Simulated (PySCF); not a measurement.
**Excitation energy of Nb²⁺ by level of theory**

Nb²⁺ [Kr] 4d3 (4F) → Nb²⁺ [Kr] 4d2 5p1 (high-spin determinant), as a difference of total energies. Computed with PySCF 2.14 in aug-cc-pVTZ-PP with ECP28MDF (6s6p5d3f2g, 88 functions), with scalar relativity through the core potential. Correlated levels: valence: 4s2 4p6 frozen. The calculations carry no spin-orbit coupling.

```csv
method,excitation energy (cm⁻¹)
UHF,64044
MP2 (valence),64978
SCS-MP2 (valence),64355
CCSD (valence),64519
CCSD(T) (valence),64415
```

The coupled-cluster amplitudes are large for the upper state (T1 above 0.03 or a double amplitude above 0.15), so a single reference is strained.

The determinant of the upper state mixes LS terms, which raises its energy above the lowest term, most at the Hartree-Fock and MP2 levels.
